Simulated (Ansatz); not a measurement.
Cost and result for the atomization energy of CH₇NSiTe (`C[Te][SiH2]N`) (11 atoms, 10 bonds).

```xyz
11

C     1.111    1.681    0.440
Te    0.510    1.088   -1.537
Si   -0.247   -1.159   -0.810
N    -1.386   -0.997    0.462
H     2.080    1.246    0.675
H     1.174    2.767    0.447
H     0.354    1.344    1.145
H     0.852   -1.987   -0.246
H    -0.730   -1.797   -2.068
H    -1.485   -1.720    1.155
H    -2.233   -0.468    0.337
```

Charge 0, multiplicity 1. Correlated methods include outer-core shells of Te, which these sets cover unevenly. Te: def2 effective core potential. Geometry: relaxed with PBE0-D4/def2-TZVP. It is one conformer, not always the lowest. Program: Ansatz. All runs use 4 threads of an Arm Neoverse V2 on a shared host. Times are those of one run each, without the atoms' runs, and a repeat can differ threefold. Electronic energies, without spin–orbit coupling; frozen cores. CCSD(T)/CBS adds CCSD(T) − MP2 in def2-TZVPP to the MP2 limit, and its time is that of the two runs behind it. T1 = 0.010. With those shells the extrapolation isn't a true limit. B3LYP takes the VWN-RPA correlation (the form of Gaussian; ORCA's B3LYP/G). HSE06 is the plane-wave form, built on full-range PBE exchange.

CCSD(T)/CBS is a level of theory with its own doubt, some kJ/mol a heavy atom from the limit and from the frozen cores, so smaller differences don't rank the functionals.

```csv
level,functions,wall time
LDA (SPW92)/def2-TZVPP,252,1.4 s
BLYP-D4/def2-TZVPP,252,2.2 s
HSE06-D4/def2-TZVPP,252,3.6 s
CAM-B3LYP-D4/def2-TZVPP,252,3.8 s
B3LYP-D4/def2-TZVPP (with forces),252,5.5 s
B2PLYP/def2-TZVPP,252,6.5 s
PBE-QIDH/def2-TZVPP,252,6.5 s
CCSD(T)/def2-SVP,107,7.5 s
ωB97X-V/def2-TZVPP,252,8.5 s
B97M-V/def2-TZVPP,252,11 s
MP2/def2-QZVPP,476,23 s
CCSD(T)/def2-TZVPP,252,3.8 min
CCSD(T)/CBS(def2),–,4.2 min
```

**Question.** What atomization energy does each give, and how far from CCSD(T)/CBS? (An estimate is asked.)

**Answer.** The calculation gave: 
```json
{"level": "LDA (SPW92)/def2-TZVPP", "atomization (kJ/mol)": "4068.6", "difference from CCSD(T)/CBS": "453.6", "per bond": "45.4"}
{"level": "BLYP-D4/def2-TZVPP", "atomization (kJ/mol)": "3588.5", "difference from CCSD(T)/CBS": "-26.5", "per bond": "-2.7"}
{"level": "HSE06-D4/def2-TZVPP", "atomization (kJ/mol)": "3583.5", "difference from CCSD(T)/CBS": "-31.5", "per bond": "-3.2"}
{"level": "CAM-B3LYP-D4/def2-TZVPP", "atomization (kJ/mol)": "3603.3", "difference from CCSD(T)/CBS": "-11.7", "per bond": "-1.2"}
{"level": "B3LYP-D4/def2-TZVPP (with forces)", "atomization (kJ/mol)": "3602.4", "difference from CCSD(T)/CBS": "-12.6", "per bond": "-1.3"}
{"level": "B2PLYP/def2-TZVPP", "atomization (kJ/mol)": "3548.0", "difference from CCSD(T)/CBS": "-67.0", "per bond": "-6.7"}
{"level": "PBE-QIDH/def2-TZVPP", "atomization (kJ/mol)": "3551.5", "difference from CCSD(T)/CBS": "-63.5", "per bond": "-6.4"}
{"level": "CCSD(T)/def2-SVP", "atomization (kJ/mol)": "3319.9", "difference from CCSD(T)/CBS": "-295.1", "per bond": "-29.5"}
{"level": "ωB97X-V/def2-TZVPP", "atomization (kJ/mol)": "3611.2", "difference from CCSD(T)/CBS": "-3.8", "per bond": "-0.4"}
{"level": "B97M-V/def2-TZVPP", "atomization (kJ/mol)": "3593.0", "difference from CCSD(T)/CBS": "-22.0", "per bond": "-2.2"}
{"level": "MP2/def2-QZVPP", "atomization (kJ/mol)": "3583.4", "difference from CCSD(T)/CBS": "-31.6", "per bond": "-3.2"}
{"level": "CCSD(T)/def2-TZVPP", "atomization (kJ/mol)": "3495.7", "difference from CCSD(T)/CBS": "-119.3", "per bond": "-11.9"}
{"level": "CCSD(T)/CBS(def2)", "atomization (kJ/mol)": "3615.0", "difference from CCSD(T)/CBS": "0.0", "per bond": "0.0"}
```

In def2-TZVPP, CCSD(T) changes the Hartree–Fock value by +934.3 kJ/mol (the triples alone add +51.1 kJ/mol) and MP2 by +951.1 kJ/mol; breaking electron pairs costs correlation energy, which Hartree–Fock lacks. From r2SCAN to r2SCAN0 (25 % exact exchange), in def2-TZVPP and without D4, the atomization energy moves by −43.2 kJ/mol: exact exchange takes away binding that semilocal exchange gives to molecules. The D4 term adds +42.2 kJ/mol with B3LYP and +22.2 kJ/mol with PBE0; it sums over pairs of atoms, weighted by their polarisabilities, and B3LYP, whose exchange is more repulsive, gets the larger term.

Spin–orbit coupling would lower the free Te atoms strongly, and the atomization energy with them, by more than many differences here.
